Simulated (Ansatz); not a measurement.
`[AlH2][CH2][InH2]` + NH₃ → `N[CH2][InH2]` + `[AlH3]` at 400 K and 1 bar (substitution at a C–Al bond).

Isolated molecules relaxed with PBE0-D4/def2-TZVP in Ansatz; ΔE leaves out vibrations. CBS: MP2 limit from def2 TZ/QZ plus the TZ coupled-cluster correction, frozen cores. This one scheme is used for every species. Elements past krypton have def2 core potentials. For In outer-core shells are correlated without core-valence functions, which leaves a few kJ/mol of doubt a bond. Each species was taken in one conformer, which may not be the lowest.

```
            species  CCSD(T)/CBS energy (Eh)  H − E (kJ/mol)  S (J/(mol·K))
`[AlH2][CH2][InH2]`               -473.44775           164.4          384.1
                NH₃                -56.50880           104.2          203.1
     `N[CH2][InH2]`               -286.12674           198.6          352.7
           `[AlH3]`               -243.78045            63.6          220.9
```

H − E and S are ideal-gas, rigid-rotor, harmonic terms from PBE0-D4/def2-TZVP, for one conformer and one mirror image of each species. 1 Eh = 2625.50 kJ/mol, R = 8.31446 J/(mol·K).

**Question.** By hand: ΔE, ΔH, ΔS and ΔG.

**Answer.** ΔE = (-286.12674) + (-243.78045) − (-473.44775) − (-56.50880) = 0.04936 Eh = 129.6 kJ/mol. Δ(H − E) = 198.6 + 63.6 − 164.4 − 104.2 = -6.4, so ΔH = 123.2 kJ/mol. ΔS = 352.7 + 220.9 − 384.1 − 203.1 = -13.6 J/(mol·K). ΔG = 123.2 − 400 × (-13.6)/1000 = 128.6 kJ/mol.

**Question.** By hand: the equilibrium constant, and the temperature at which ΔG would vanish if ΔH and ΔS stayed fixed.

**Answer.** log₁₀ K = −ΔG/(RT ln 10) = -16.8. ΔH and −TΔS have one sign here, so there is no such temperature.

The number of gas molecules stays the same, so ΔS is small and ΔH decides. A doubt of 5 kJ/mol in ΔE shifts log₁₀ K by 0.7 here. Other conformers and mirror images would add mixing entropy, several J/(mol·K) or more a flexible species. These are equilibria of isolated gas molecules and say nothing of rates. Largest T1 diagnostic: 0.013 (customary marks: 0.02 for closed shells, 0.045 for open ones).
